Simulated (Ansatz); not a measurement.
This geometry of ClFH4OW + H2 (10 atoms, charge 0, multiplicity 1) is a first-order saddle point.

Method: RKS PBE/def2-SVP in Ansatz.

```xyz
10
Properties=species:S:1:pos:R:3
W -0.091 0.081 0.023
O -0.552 0.071 1.902
H -0.038 -0.547 2.454
H 1.098 -0.951 0.789
H -1.304 1.302 0.263
H -1.654 -0.340 -0.472
H -0.445 -1.560 -0.179
F 0.807 0.559 -1.538
Cl 1.714 2.283 0.874
H 2.245 1.620 1.857
```

Task: Which two structures does it join? (They come from a converged band through this point; their orientation in space is the band's.)

Result: Bonds broken: H4–H10. Bonds formed: W1–H4, O2–H10. ClFH4OW + H2 becomes ClFH6OW.

First end point:

```xyz
10
Properties=species:S:1:pos:R:3
W -0.072 0.570 0.316
O -0.539 0.164 2.050
H -0.684 -0.457 2.783
H 2.005 -0.766 0.774
H -1.456 1.454 -0.050
H -1.379 -0.349 -0.299
H -0.127 -1.135 0.079
F 0.657 0.487 -1.393
Cl 1.080 2.620 0.743
H 2.292 -0.071 0.968
```

Last end point:

```xyz
10
Properties=species:S:1:pos:R:3
W 0.204 0.360 -0.262
O 0.168 -0.228 2.049
H -0.678 0.065 2.439
H 1.608 -0.374 0.304
H -0.937 1.230 0.624
H -1.274 -0.439 0.011
H 0.199 -1.337 -0.203
F 0.179 0.678 -2.080
Cl 1.478 2.168 0.672
H 0.831 0.396 2.418
```

Task: How far does it lie above each of them?

Result: 34.5 kcal/mol above the first and 27.6 kcal/mol above the second. This is the barrier of this one path; another mechanism may lie lower. The orbitals stay closed-shell, which can raise the energy where a bond breaks towards radicals; this wasn't checked here.

Time of the run: 7.1 min on 2 threads of Arm Neoverse V1 (shared host), peak memory 0.16 GiB.
